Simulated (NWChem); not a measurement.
System: H2TeO; SMILES O[TeH]

```xyz
4

Te     0.0309    -0.2954    -0.0057
H     -1.6504    -0.5139    -0.0186
O      0.0078     1.7337    -0.0694
H     -0.0181     2.0030     0.8709
```
Atoms are numbered in this order, from 1.

Computed with NWChem. Coordinates come from a PBE-D3(BJ)/def2-SVP optimisation. def2 effective core potentials on Te; no spin-orbit coupling.

Problem. Estimate the computed values for B97-2/def2-SVP. Quantities: highest occupied level (eV); orbital gap (eV); dipole (D).

Solution. The highest occupied level (eV) comes out as -6.13. The orbital gap (eV) is 4.33. The dipole (D) comes out as 1.79.
